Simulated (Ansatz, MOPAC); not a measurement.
Molecule: VO$_{2}$F, charge 0, multiplicity 1. SMILES: [O]=[V]([F])=[O]

Atoms: V1, O2, O3, F4. Bonds: V1-O2, V1-O3, V1-F4.

Bond lengths (Å) and angles (degrees) optimised at PM7 with MOPAC; HF/6-31G* with LANL2DZ past Ar with Ansatz (a quantum-chemistry and plane-wave program); PBE/6-31G* with LANL2DZ past Ar with Ansatz; B3LYP/6-31G* with LANL2DZ past Ar with Ansatz, each started from the B3LYP-D3(BJ)/def2-TZVP structure (Ansatz) of the last column. A row stands for all coordinates that are equal there. 6-31G* holds six Cartesian d functions. No wavenumbers were computed at PBE/6-31G* with LANL2DZ past Ar, so these may be saddle points.

```
coordinate    PM7  HF/6-31G* with LANL2DZ past Ar  PBE/6-31G* with LANL2DZ past Ar  B3LYP/6-31G* with LANL2DZ past Ar  B3LYP-D3(BJ)/def2-TZVP
----------  -----  ------------------------------  -------------------------------  ---------------------------------  ----------------------
V1-O2       1.550                           1.544                            1.606                              1.591                   1.584
V1-F4       1.727                           1.729                            1.744                              1.737                   1.767
O2-V1-O3    122.3                           112.5                            109.2                              109.9                   111.0
O2-V1-F4    118.9                           122.2                            114.7                              116.6                   119.3
```

Mean signed difference of all 3 bond lengths from B3LYP-D3(BJ)/def2-TZVP: PM7 -0.035 Å, HF/6-31G* with LANL2DZ past Ar -0.039 Å, PBE/6-31G* with LANL2DZ past Ar 0.007 Å, B3LYP/6-31G* with LANL2DZ past Ar -0.005 Å.
